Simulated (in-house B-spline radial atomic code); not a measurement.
Ni¹⁷⁺. Computed with a B-spline radial atomic code. Model: all-electron spherical atom, spin shells full or empty, radial basis limit, no spin-orbit coupling: exact exchange with a local potential (Slater, KLI or optimised effective potential, whose far tail is KLI's), no correlation.

Empty minority-spin level lies below the highest occupied level: each spin potential is zero at infinity, spin occupations fixed.

Exchange potential has not reached -1/r at the last radius.

The run also made RPA and GW results, which its time includes.

The Slater potential averages the orbital exchange potentials with the orbital densities as weights, KLI adds orbital constants, and the optimised effective potential minimises the exact-exchange energy among local potentials. So their energies lie above Hartree-Fock in the order OEP, KLI, Slater. All fall off as −1/r, unlike LDA and GGA exchange.

Command:
```bash
python run_gw.py task.json out
```
Settings (lengths in bohr, energies in hartree):
```
Z                      28
electrons              11
configuration          [Ne] 3s1
hamiltonian            nr
method                 oep
lmax                   9
spin_polarised         True
box_radius             4.58
intervals              64
ion_configuration      [He] 2s2 2p6
```

Run time, properties included: 1.9 s on 1 thread of Intel(R) Xeon(R) 6975P-C (Granite Rapids), with other jobs on the host.

Given: hamiltonian non-relativistic; mean-field start exchange-only OEP.

Computed: energy above Hartree-Fock 2.7705 millihartree; virial ratio -E/T less 1 0.

| radius (bohr) | r times exchange potential up (hartree bohr) | r times exchange potential down (hartree bohr) |
| --- | --- | --- |
| 0.00179 | -0.04111 | -0.043132 |
| 0.00214 | -0.049111 | -0.051528 |
| 0.00257 | -0.058913 | -0.061817 |
| 0.00308 | -0.070493 | -0.073976 |
| 0.00369 | -0.084268 | -0.088444 |
| 0.00443 | -0.10084 | -0.10586 |
| 0.00531 | ? | ? |
| 0.00636 | -0.14323 | -0.15047 |
| 0.00763 | -0.17034 | -0.17905 |
| 0.00915 | -0.20186 | -0.21234 |
| 0.011 | -0.23866 | -0.25134 |
| 0.0132 | -0.28005 | -0.29538 |
| 0.0158 | -0.32544 | -0.34396 |
| 0.0189 | -0.37438 | -0.39678 |
| 0.0227 | -0.42661 | -0.45388 |
| 0.0272 | -0.47759 | -0.51078 |
| 0.0326 | -0.52392 | -0.56441 |
| 0.0391 | -0.55966 | -0.60919 |
| 0.0469 | -0.5762 | -0.63711 |
| 0.0562 | -0.56477 | -0.64009 |
| 0.0674 | -0.52723 | -0.62066 |
| 0.0808 | -0.50613 | -0.61835 |
| 0.0969 | -0.57196 | -0.69972 |
| 0.116 | -0.71026 | -0.857 |
| 0.139 | -0.84959 | -1.0248 |
| 0.167 | -0.95825 | -1.1713 |
| 0.2 | -1.0244 | -1.2834 |
| 0.24 | -1.0389 | -1.354 |
| 0.288 | -0.98132 | -1.3734 |
| 0.345 | -0.83283 | -1.347 |
| 0.414 | -0.68204 | -1.2905 |
| 0.496 | -0.79177 | -1.2244 |
| 0.595 | -0.93056 | -1.1615 |
| 0.713 | ? | ? |
| 0.855 | -0.99404 | -1.0511 |
| 1.03 | -0.99869 | -0.99349 |
| 1.23 | -1.0016 | -0.95908 |

Question: What belongs in the row 0.00531?

Answer: r times exchange potential up (hartree bohr): -0.12033; r times exchange potential down (hartree bohr): -0.12636.

Question: What belongs in the row 0.713?

Answer: r times exchange potential up (hartree bohr): -0.98004; r times exchange potential down (hartree bohr): -1.1084.

| occupied | level (hartree) | Hartree-Fock level (hartree) |
| --- | --- | --- |
| 1s up | -322.11 | -328.62 |
| 1s down | -323.39 | -328.52 |
| 2s up | ? | ? |
| 2s down | -59.148 | -59.585 |
| 2p up | -53.501 | -54.877 |
| 2p down | -54.815 | -54.814 |
| 3s up | -22.091 | -22.091 |

Question: What belongs in the row 2s up?

Answer: level (hartree): -57.831; Hartree-Fock level (hartree): -59.735.

```json
{"empty": "3s down", "level (hartree)": "-22.634"}
{"empty": "3p down", "level (hartree)": "-21.304"}
{"empty": "3p up", "level (hartree)": "-20.711"}
{"empty": "3d down", "level (hartree)": "-19.551"}
{"empty": "3d up", "level (hartree)": "-18.745"}
{"empty": "4s down", "level (hartree)": "-11.879"}
{"empty": "4s up", "level (hartree)": "-11.739"}
{"empty": "4p down", "level (hartree)": "?"}
{"empty": "4p up", "level (hartree)": "-11.187"}
{"empty": "4d down", "level (hartree)": "-10.664"}
{"empty": "4d up", "level (hartree)": "?"}
{"empty": "4f down", "level (hartree)": "-10.292"}
{"empty": "4f up", "level (hartree)": "-10.158"}
```

Question: What belongs in the row 4p down?

Answer: level (hartree): -11.341.

Question: What belongs in the row 4d up?

Answer: level (hartree): -10.477.

The highest level, 3s up, differs from Hartree-Fock by -0.017 eV and the deepest, 1s down, by +140 eV: a local potential can match the highest level but can't give each shell its own exchange.
